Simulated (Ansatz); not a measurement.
(ClZn-mu-H)2 (Zn₂H₂Cl₂), relaxed as a singlet with RKS PBE-D4/def2-SVP in Ansatz, starting from the GFN1-xTB geometry. Force threshold 0.02 eV/Å.

Start:

```xyz
6

Zn   -0.720    0.901   -0.359
Cl   -1.913    2.492   -0.962
H    -1.026   -0.788    0.003
Zn    0.720   -0.902    0.356
Cl    1.913   -2.489    0.970
H     1.026    0.787   -0.008
```

Problem. Estimate the energy that the relaxation releases and the steps that it takes.

Solution. 3.3 kJ/mol, in 12 steps; 19 s on 4 threads of Intel Xeon Platinum 8259CL on a shared host. The force fell under the threshold at step 3, but the optimiser went on and released 0.006 eV more. No frequencies were taken in this run, so the end may be a saddle point.

Problem. Does the start keep its bonding and symmetry?

Solution. By distances, no bond broke or formed. The bond that changes most is Zn1–H6, from 1.78 to 1.92 Å (atoms count from 1).

Problem. Predict the relaxed structure.

Solution. 
```tsv
atom	x (Å)	y (Å)	z (Å)
Zn1	-0.877	0.763	-0.345
Cl2	-1.832	2.542	-0.981
H3	-1.017	-0.837	0.032
Zn4	0.874	-0.761	0.354
Cl5	1.838	-2.549	0.951
H6	1.013	0.842	-0.011
```
Bond lengths (bridged metal pairs left out): 2 × Cl–Zn 2.12 Å; 1 × Zn–Zn 2.42 Å; 2 × H–Zn 1.65 Å.
